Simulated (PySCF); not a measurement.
PySCF input file for 2-methylbut-2-ene (C5H10), SMILES C(=C(C)C)C, SMD-M06-2X/6-31G*. Geometry: B3LYP-D3(BJ)/def2-SVP.

```python
import numpy as np
from pyscf import gto, scf, dft
from pyscf.solvent import smd

mol = gto.M(
    atom='''
    C    -0.07876242    2.11014655   -0.00000000
    C    -0.67695179    0.73470100    0.00000000
    C    -0.04215189   -0.45073874   -0.00000000
    C     1.45483278   -0.62056727   -0.00000000
    C    -0.81633401   -1.74461473    0.00000000
    H    -0.41012653    2.68454159    0.88328528
    H     1.02012405    2.10425737    0.00000000
    H    -0.41012654    2.68454159   -0.88328528
    H    -1.77431062    0.70948612    0.00000000
    H     1.77961096   -1.19845831    0.88347631
    H     1.77961096   -1.19845831   -0.88347630
    H     2.00195644    0.33108619    0.00000001
    H    -1.90321131   -1.57546125    0.00000000
    H    -0.56366172   -2.35754794    0.88391136
    H    -0.56366172   -2.35754794   -0.88391137
    ''',
    basis='6-31G*',
    charge=0,
    spin=0,
    max_memory=1600,
    verbose=3,
)
mf = dft.RKS(mol, xc='m06-2x').density_fit(auxbasis='def2-universal-jkfit')
mf.grids.level = 4
mf.conv_tol = 1e-9
mf.max_cycle = 100
mf.kernel()
res = {}
for name in ['water', 'acetone', 'n-hexane']:
    s = mf.SMD()
    s.with_solvent.solvent, s.with_solvent.sasa_ng = name, 194
    s.kernel(mf.make_rdm1())
    res[name] = (s.e_tot, s.with_solvent.get_cds(), s.dip_moment(), s.mo_energy, s.converged)
    print(f'SMD {name}: dG(solv) = {(s.e_tot - mf.e_tot) * 627.509474:.3f} kcal/mol, of which CDS {res[name][1] * 627.509474:.3f}')
```

Program output:

```
converged SCF energy = -196.425724826014
converged SCF energy = -196.423570169937
Dipole moment(X, Y, Z, Debye):  0.26074, -0.13473,  0.00000
SMD water: dG(solv) = 1.352 kcal/mol, of which CDS 3.546
converged SCF energy = -196.430921045084
Dipole moment(X, Y, Z, Debye):  0.25358, -0.12914,  0.00000
SMD acetone: dG(solv) = -3.261 kcal/mol, of which CDS -1.209
converged SCF energy = -196.430843324294
Dipole moment(X, Y, Z, Debye):  0.19042, -0.08442,  0.00000
SMD n-hexane: dG(solv) = -3.212 kcal/mol, of which CDS -2.480
```

The run converged.

Cost: around 80 core-seconds (rough).
